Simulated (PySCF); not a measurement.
An unknown gives this computed stick spectrum. Method: TDDFT B3LYP/def2-SVPD, vertical, gas phase, core orbitals frozen in the response in PySCF 2.14.0, density-fitted response routines. Geometries: GFN2-xTB, one conformer each.

| state | λ (nm) | f |
| --- | --- | --- |
| S1 | 228.4 | 0.0089 |
| S2 | 212.4 | 0.0066 |
| S3 | 200.8 | 0.013 |
| S4 | 196.3 | 0.012 |
| S5 | 189.8 | 0.0044 |
| S6 | 186.9 | 0.012 |
| S7 | 184.3 | 0.032 |
| S8 | 178.8 | 0.047 |

Problem. Which structure fits? All have the formula C7H8.
A. `C1C2(C=CC=1)CC2`
B. `C=C1C[C@H]1C#CC`
C. `C1=CC=CCC=C1`

Solution. B. Its S1, at 5.43 eV, is the highest among the candidates; the nearest of the others has S1 at 4.83 eV. S1 is HOMO→LUMO (96%). Löwdin shares by element: HOMO carbon 78% or more (atoms not listed hold the other 22%); LUMO carbon 68% or more (atoms not listed hold the other 32%). At the same level the other candidates give, for their lowest levels:
- `C1=CC=CCC=C1`: 257 nm (f 0.103); 247 nm (f 0.007); 204 nm (f 0.001); 195 nm (f 0.017); 194 nm (f 0.299); T1 3.29 eV; HOMO -6.34, LUMO -1.03 eV
- `C1=CC2(C=C1)CC2`: 264 nm (f 0.056); 214 nm (f 0.000); 206 nm (f 0.170); 197 nm (f 0.000); 194 nm (f 0.018); T1 3.02 eV; HOMO -5.96, LUMO -0.82 eV
Triplets come from the Tamm–Dancoff approximation.
